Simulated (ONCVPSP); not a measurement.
## Transferability test, ONCV potential for Zn

zinc (Zn), optimised norm-conserving Vanderbilt (ONCV), made with ONCVPSP 4.0.1 (PBE, scalar-relativistic). Core [Ne], reference 3s2 3p6 3d10 4s2. Waves: 3s+4s: rc 1.20 bohr, ncon 4, nbas 7, qcut 7.9 1/bohr, 3 projectors, debl 3.4 Ha; 3p: rc 0.80 bohr, ncon 4, nbas 8, qcut 17.7 1/bohr, 2 projectors, debl 2.7 Ha; 3d: rc 1.15 bohr, ncon 4, nbas 8, qcut 11.9 1/bohr, 2 projectors, debl 2.9 Ha. Local part: polynomial inside 0.50 bohr (lpopt 5, dvloc0 0 Ha). Core correction: polynomial model core, fcfact 0.5.

In the p channel the program set the typed energies aside and used -3.065, 0.250 Ha.

Energies are relative to the spin-unpolarised reference configuration 3s2 3p6 3d10 4s2; without spin polarisation the order of configurations can differ from experiment.

Problem. Give the all-electron excitation energy and the error of the potential for: 3s2 3p6 3d10 4s1; 3s2 3p6 3d10 4s0; 3s2 3p6 3d9 4s0; 3s2 3p6 3d9 4s2 4p1.

Solution.

```json
{"valence configuration": "3s2 3p6 3d10 4s1", "charge": "+1", "ΔE all-electron (eV)": "9.889", "error AE − PS (meV)": "0.0"}
{"valence configuration": "3s2 3p6 3d10 4s0", "charge": "+2", "ΔE all-electron (eV)": "28.331", "error AE − PS (meV)": "+1.6"}
{"valence configuration": "3s2 3p6 3d9 4s0", "charge": "+3", "ΔE all-electron (eV)": "68.865", "error AE − PS (meV)": "-2.7"}
{"valence configuration": "3s2 3p6 3d9 4s2 4p1", "charge": "0", "ΔE all-electron (eV)": "12.244", "error AE − PS (meV)": "+23"}
```
